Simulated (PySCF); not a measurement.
How methods differ on the ionisation energy of Co²⁺

Co²⁺ [Ar] 3d7 (4F) → Co³⁺ [Ar] 3d6 (5D), as a difference of total energies. Calculation: PySCF 2.14, in x2c-QZVPPall with one added diffuse shell each of s, p, d, f, g type (12s8p6d5f3g, 128 functions); the spin-free X2C one-electron Hamiltonian (Gaussian nucleus). Correlated levels: valence: [Ar] frozen; valence and next inner shell: [Ne] frozen. The calculations carry no spin-orbit coupling.

Question: Order these methods by the ionisation energy they give, lowest first.
A. MP2 (valence and next inner shell)
B. SCS-MP2 (valence and next inner shell)
C. B2PLYP
D. SCS-MP2 (valence)

Answer: D (33.200 eV), B (33.450 eV), A (33.505 eV), C (33.550 eV).

A first-order spin-orbit estimate (lowest level to lowest level, LS coupling) adds 0.030 eV.

Errors of the correlated levels include the incompleteness of this basis and the frozen core.

For comparison: 33.5 ± 0.06 eV (semi-empirical (NIST evaluation); NIST Atomic Spectra Database, ionization energies).
